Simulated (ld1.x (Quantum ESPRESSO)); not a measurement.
Ni, PAW: configuration errors across variants

* Element: Ni
* Generator: ld1.x (Quantum ESPRESSO) 7.5
* Type: PAW
* Functional: PBE
* Relativity: scalar-relativistic
* Frozen core: [Ne]
* Valence charge: 18
* Reference configuration: 3s2 3p6 3d8 4s1 4p0 (charge +1)
* Partial waves: 3s (bound): rcut 1.00, rcutus 1.20 bohr; 4s (bound): rcut 1.00, rcutus 1.20 bohr; 3p (bound): rcut 1.05, rcutus 1.30 bohr; 4p (bound, empty): rcut 1.05, rcutus 1.30 bohr; 3d (bound): rcut 1.25, rcutus 1.50 bohr; 3d channel at -0.65 Ry: rcut 1.25, rcutus 1.50 bohr
* Local potential: all-electron potential smoothed inside 1.15 bohr (lloc = -1)
* Core correction: Bessel-smoothed model core inside 0.90 bohr
* Augmentation charge: BG, radius 1.00 bohr

All-electron excitation energies from the reference (eV): (1) 3s2 3p6 3d8 4s2 4p0 -9.322; (2) 3s2 3p6 3d8 4s0 4p0 17.351; (3) 3s2 3p6 3d7 4s0 4p0 54.818; (4) 3s2 3p6 3d8 4s1.5 4p0 -5.605; (5) 3s2 3p6 3d9 4s0 4p0 -3.004; (6) 3s2 3p5 3d8 4s2 4p0 70.202; (7) 3s2 3p6 3d8 4s0 4p2 0.180.

On the changes marked as counting shells twice: ld1.x takes every shell without a wave as core, so the model core holds the marked electrons as well and exchange and correlation see them twice. This cancels in the reference configuration, but the file is broken for other ones, and its errors say nothing about a proper core correction.

The overlap operator is not positive definite (basis up to 400 Ry) in “all radii but the core radius scaled by about 1.26 (s 1.52, p 1.64, d 1.90 bohr, rcut 1.26/1.32/1.58); local potential all-electron potential smoothed inside 1.46 bohr (lloc = -1); augmentation BG, radius 1.26 bohr”, “local potential all-electron potential smoothed inside 1.05 bohr (lloc = -1)”. Such files are unfit for use, however small their errors in these radial tests.

1 further variants failed, have other tests or too few solved ones, and are left out.

The file “type TM; waves now 3p (bound): rc 1.30 bohr; 3d (bound): rc 1.50 bohr; 3s (bound): rc 1.20 bohr; local potential the s channel (4s counted twice)” misses its own reference levels by 1.3 eV.

Errors AE − PS in meV (a dash: test not solved or not reliable):

| change | (1) | (2) | (3) | (4) | (5) | (6) | (7) | bound ghosts |
| --- | --- | --- | --- | --- | --- | --- | --- | --- |
| base | +9.1 | +13 | +11 | +3.0 | +49 | -6.3 | 0.0 | none |
| waves 3s (bound): rcut 1.00, rcutus 1.36 bohr; 4s (bound): rcut 1.00, rcutus 1.36 bohr | +38 | +38 | -1.4 | +11 | +94 | – | – | none |
| wave 3d channel at -0.65 Ry: rcut 1.25, rcutus 1.50 bohr becomes 3d channel at 1.12 Ry: rcut 1.25, rcutus 1.50 bohr | +9.8 | +12 | +210 | +3.1 | +155 | +306 | +0.1 | none |
| local potential all-electron potential smoothed inside 1.14 bohr (lloc = -1) | +9.1 | +13 | +11 | +3.0 | +49 | -6.3 | 0.0 | none |
| all radii but the core radius scaled by about 1.26 (s 1.52, p 1.64, d 1.90 bohr, rcut 1.26/1.32/1.58); local potential all-electron potential smoothed inside 1.46 bohr (lloc = -1); augmentation BG, radius 1.26 bohr | – | – | – | – | – | – | – | not determined (overlap not positive) |
| type TM; waves now 3p (bound): rc 1.30 bohr; 3d (bound): rc 1.50 bohr; 3s (bound): rc 1.20 bohr; local potential the s channel (4s counted twice) | +878 | -1687 | -2533 | +531 | -988 | +1575 | -995 | none |
| waves 3d (bound): rcut 1.08, rcutus 1.14 bohr; 3d channel at -0.65 Ry: rcut 1.08, rcutus 1.14 bohr | +6.2 | +6.8 | -3.8 | +2.3 | +15 | +48 | +0.5 | none |
| local potential all-electron potential smoothed inside 1.05 bohr (lloc = -1) | -16 | -35 | -40 | -4.7 | -94 | -25 | -3.5 | not determined (overlap not positive) |

(1) Give the same row for: core correction Bessel-smoothed model core inside 1.36 bohr.

Results:

(1) +9.0, +13, +11, +3.0, +49, -6.3, 0.0; bound ghosts: none.
